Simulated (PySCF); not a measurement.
Compound: Nb(NMe)Me3, C4H12NNb (singlet state).
Cartesian coordinates in Å at the PBE0-D3(BJ)/def2-SVP level; atoms count from 1:
```xyz
18
C4H12NNb angstrom
Nb    -0.0034    0.0046   -0.4301
N      0.0016   -0.0079    1.3095
C      0.0049   -0.0167    2.7250
H      0.6415    0.7898    3.1302
H     -1.0128    0.1263    3.1296
H      0.3895   -0.9740    3.1197
C      2.0790    0.0038   -0.9952
H      2.1591   -0.0854   -2.0965
H      2.6535   -0.8197   -0.5389
H      2.5637    0.9502   -0.6949
C     -1.0450    1.8147   -0.9737
H     -0.9646    1.9692   -2.0678
H     -0.6617    2.7164   -0.4682
H     -2.1174    1.7256   -0.7217
C     -1.0487   -1.7955   -1.0003
H     -2.0401   -1.8881   -0.5257
H     -0.4658   -2.6924   -0.7242
H     -1.1897   -1.8040   -2.0992
```

The calculation used PySCF 2.14.0, PBE0-D3(BJ)/def2-SVP geometry optimisation, gas phase, def2 core potentials past Kr.

(1) Which atoms are bound to Nb1, and at what distances?

(2) List the angles at Nb1.

(3) What is the shape at Nb1?

(4) What are the other bond lengths?

(5) Give some angles away from the centre.

## Answers

(1) 4 atoms: N2 1.740 Å, C7 2.158 Å, C11 2.158 Å, C15 2.158 Å. The nearest atom not counted as bound is H8, at 2.73 Å (others tie with it).

(2) 
| angle | degrees | distance of the outer atoms (Å) |
| --- | --- | --- |
| C7–Nb1–C11 | 113.6 | 3.61 |
| C11–Nb1–C15 | 113.5 | 3.61 |
| C7–Nb1–C15 | 113.4 | 3.61 |
| N2–Nb1–C15 | 105.0 | 3.10 |
| N2–Nb1–C11 | 105.0 | 3.10 |
| N2–Nb1–C7 | 105.0 | 3.10 |

(3) Distorted tetrahedral: angles from 105.0° to 113.6°; τ4 = (360° − α − β)/141° = 0.94 with α and β the two widest (0 for a square, 1 for a tetrahedron).

(4) N2–C3 1.415 Å; C3–H4, C3–H5, C3–H6 1.105 Å; C7–H8 and 8 like bonds 1.105 Å.

(5) Nb1–N2–C3 179.9°.

Point group: near C3v, missed by 0.33 Å at most; the miss may be what the optimiser left on a soft mode (C3 holds within 0.08 Å). Charge 0, singlet. No PBE0-D3(BJ)/def2-SVP frequencies stand behind this structure, so it isn't proved a minimum.

On one thread, Intel Xeon 6975P-C (x86_64), no GPU, shared host, this took 94 s wall and 0.67 GiB of memory at its peak. This is the geometry optimisation.
